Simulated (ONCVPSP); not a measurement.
Potentials for bromine compared

Generated with ld1.x 7.5 (TM, RRKJ, ultrasoft, PAW), atompaw 4.2 or ONCVPSP 4.0.1. The cutoff is in Ry: for ld1.x and atompaw files where the sum of valence levels is converged to 10 mRy in a Bessel basis, for ONCV files where the hardest occupied wave has 1 mHa per electron of residual kinetic energy. The error is the largest all-electron minus pseudo excitation energy over each file’s own four to seven test configurations (ionisations up to +4, promotions, holes and added fractions of an electron), all of which were solved. The labels leave out finer settings (local radius, basis sizes, second energies), which also bear on the numbers. Spin-polarised tests are not counted. The rows are a selection from randomly drawn settings: files with unsolved tests, undetermined cutoffs or missed reference levels are left out.

A true bound ghost makes a file unfit for plane-wave use even where its test errors are small: the radial tests pick states by their node count and pass the ghost by.

```tsv
potential	cutoff (Ry)	largest error (meV)	bound ghosts
ONCV, PBE, scalar-relativistic, rc 1.25/1.65/1.30 (spd), local s, core correction no, reference 4s2 4p4, qcut 5.9/5.8/7.9, projectors 0/2/1	40	-27	d
ONCV, PBEsol, fully relativistic, rc 1.30/1.80/1.55 (spd), local smoothed, core correction yes, reference 4s2 4p4, qcut 6.2/3.6/6.8, projectors 2/2/1	160	-100	s
ONCV, PBE, scalar-relativistic, rc 1.50/1.60/1.35 (spd), local smoothed, core correction yes, reference 4s2 4p5, qcut 4.2/4.4/8, projectors 3/2/1	77	-32	none
ONCV, PW91, scalar-relativistic, rc 1.25/1.80 (sp), local smoothed, core correction yes, reference 4s1.5 4p5.5, qcut 5.8/5.4, projectors 2/2	206	-57	s
ONCV, PBEsol, scalar-relativistic, rc 1.30/1.05/1.05 (spd), local p, core correction yes, reference 3d10 4s1.5 4p5.5, qcut 3.9/6.8/16.5, projectors 3/0/2	239	+36	none
ONCV, PBEsol, scalar-relativistic, rc 0.90/1.05/1.00 (spd), local smoothed, core correction no, reference 3s2 3p6 3d10 4s2 4p4.75, qcut 11.8/15.6/18.9, projectors 2/2/1	254	-4.0	none
```

Question: Fill in the row for Br: ONCV, PBEsol, scalar-relativistic, rc 0.95/1.05/0.55 (spd), local smoothed, core correction yes, reference 3s2 3p6 3d10 4s1.5 4p5.5, qcut 16.1/10.8/20, projectors 3/3/1.

Answer: cutoff 815 Ry, largest error -11 meV, bound ghosts: none.

Question: Fill in the row for Br: ONCV, Wu-Cohen, fully relativistic, rc 1.15/1.65/1.25 (spd), local smoothed, core correction yes, reference 4s2 4p4, qcut 5/4/7.8, projectors 3/1/2.

Answer: cutoff 45 Ry, largest error -153 meV, bound ghosts: s, d5/2, d3/2.

Question: Fill in the row for Br: ONCV, PBE, scalar-relativistic, rc 0.80/0.80/0.80 (spd), local smoothed, core correction yes, reference 3s2 3p6 3d10 4s2 4p5, qcut 15.4/20.8/21.8, projectors 2/2/2.

Answer: cutoff 374 Ry, largest error -3.3 meV, bound ghosts: none.
